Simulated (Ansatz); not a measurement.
Relaxation of Ta2P2 with RKS PBE0-D4/def2-SVP.

```sh
$ ansatz run in.yaml --threads 4 --pin off --events-out ev --progress --plain --max-ram 3916MiB
```

```yaml
crystal:
  periodic: [false, false, false]
  atoms:
    - {symbol: Ta, position_ang: [0.044810, -1.531530, 0.011640]}
    - {symbol: Ta, position_ang: [2.609570, 1.273390, 0.056620]}
    - {symbol: P, position_ang: [-0.231850, 0.603610, -0.169600]}
    - {symbol: P, position_ang: [-2.422530, -0.345470, 0.101340]}
basis:
  gaussian: {orbitals: def2-SVP}
hamiltonian: {xc: pbe0, dispersion: d4}
scf: {omitted_lower_state_checks: [starts]}
output: {orbitals: {seedname: orbitals}}
relax: {f_tol: 0.02, max_steps: 100}
```

Hardware: 4 threads of Arm Neoverse V1 on a shared host. Wall time 51 s.

Positions (Å) and forces (eV/Å) at steps 1, 2, 3, 4, 5, 6, 7, 8, 9, 10, 11, 12, 13, 14, 15, 16 of 16:

```xyz
4
step=1 energy=-21657.1744 eV
Ta    0.045   -1.532    0.012   -2.079    0.012    0.294
Ta    2.610    1.273    0.057   -1.786   -1.036   -0.008
P    -0.232    0.604   -0.170   -0.662    1.885   -0.109
P    -2.423   -0.345    0.101    4.526   -0.861   -0.177
4
step=2 energy=-21658.4884 eV
Ta   -0.054   -1.500    0.024   -1.234    0.306    0.210
Ta    2.534    1.221    0.058   -2.058   -1.156   -0.011
P    -0.244    0.683   -0.180    0.302    1.598   -0.159
P    -2.236   -0.403    0.098    2.990   -0.748   -0.040
4
step=3 energy=-21659.4718 eV
Ta   -0.095   -1.451    0.035    1.831   -0.890    0.126
Ta    2.368    1.117    0.060   -2.420   -1.423   -0.023
P    -0.215    0.779   -0.196    1.130    2.065   -0.273
P    -2.058   -0.445    0.101   -0.540    0.248    0.170
4
step=4 energy=-21660.3603 eV
Ta   -0.016   -1.439    0.042    1.770    0.247    0.145
Ta    2.207    1.007    0.062   -2.271   -1.831   -0.030
P    -0.188    0.867   -0.211    0.376    1.463   -0.161
P    -2.003   -0.435    0.107    0.126    0.122    0.047
4
step=5 energy=-21661.1868 eV
Ta    0.082   -1.398    0.054    1.417    1.259    0.122
Ta    2.062    0.877    0.059   -0.763   -2.250    0.200
P    -0.184    0.957   -0.218   -1.477    1.158   -0.344
P    -1.961   -0.436    0.105    0.824   -0.166    0.023
4
step=6 energy=-21662.2772 eV
Ta    0.202   -1.298    0.063    1.464    1.599   -0.106
Ta    1.966    0.704    0.068   -0.750   -2.549    0.491
P    -0.239    1.054   -0.241   -1.702    1.091   -0.668
P    -1.929   -0.460    0.109    0.987   -0.142    0.283
4
step=7 energy=-21663.0410 eV
Ta    0.318   -1.197    0.056   -0.098   -0.688   -0.418
Ta    1.883    0.532    0.098    0.326   -0.002    0.595
P    -0.311    1.142   -0.287   -1.043    0.151   -0.562
P    -1.889   -0.478    0.133    0.816    0.540    0.386
4
step=8 energy=-21663.3928 eV
Ta    0.338   -1.262   -0.094    0.200    0.528   -0.235
Ta    1.810    0.516    0.264   -0.612   -0.334    0.174
P    -0.358    1.169   -0.462   -0.169   -0.650   -0.041
P    -1.789   -0.423    0.292    0.580    0.456    0.102
4
step=9 energy=-21663.5786 eV
Ta    0.366   -1.258   -0.256   -0.191    0.061    0.065
Ta    1.697    0.489    0.419   -0.635   -0.113   -0.030
P    -0.370    1.127   -0.611   -0.100   -0.195    0.169
P    -1.693   -0.358    0.447    0.926    0.247   -0.204
4
step=10 energy=-21663.8070 eV
Ta    0.366   -1.304   -0.351    0.339    0.228   -0.246
Ta    1.537    0.464    0.520   -0.785   -0.343    0.103
P    -0.375    1.146   -0.707   -0.001   -0.282   -0.117
P    -1.528   -0.306    0.538    0.447    0.397    0.260
4
step=11 energy=-21664.2209 eV
Ta    0.382   -1.331   -0.467    0.063    0.999   -0.291
Ta    1.377    0.434    0.637   -1.439   -0.562    0.069
P    -0.377    1.147   -0.813    0.348   -0.776   -0.243
P    -1.382   -0.249    0.644    1.028    0.338    0.464
4
step=12 energy=-21664.7940 eV
Ta    0.387   -1.302   -0.575    0.037    0.603   -0.652
Ta    1.212    0.399    0.734   -0.585   -0.235    0.507
P    -0.358    1.104   -0.890    0.272   -0.500   -0.765
P    -1.240   -0.202    0.731    0.275    0.132    0.910
4
step=13 energy=-21664.8238 eV
Ta    0.382   -1.207   -0.724    0.272   -0.425    0.984
Ta    1.075    0.366    0.864    1.653    0.111   -0.849
P    -0.322    0.995   -1.019   -0.053    1.120    0.027
P    -1.135   -0.154    0.880   -1.872   -0.806   -0.162
4
step=14 energy=-21665.0090 eV
Ta    0.377   -1.233   -0.654   -0.292    0.394    0.054
Ta    1.137    0.381    0.803   -0.409    0.074   -0.167
P    -0.303    1.075   -1.025    0.197   -0.545    0.450
P    -1.211   -0.223    0.876    0.504    0.077   -0.337
4
step=15 energy=-21665.0311 eV
Ta    0.369   -1.227   -0.657    0.066   -0.064    0.007
Ta    1.135    0.388    0.803    0.005   -0.065    0.046
P    -0.307    1.047   -0.994   -0.067    0.117   -0.108
P    -1.197   -0.208    0.848   -0.004    0.012    0.054
4
step=16 energy=-21665.0321 eV
Ta    0.372   -1.228   -0.657   -0.004   -0.017   -0.010
Ta    1.133    0.384    0.805    0.008    0.014    0.008
P    -0.309    1.051   -1.000    0.001    0.004    0.003
P    -1.196   -0.208    0.852   -0.005   -0.001    0.000
```

In the def2 sets Ta takes a core potential; there is no spin–orbit coupling. The structure comes from a short search, and lower isomers may exist.
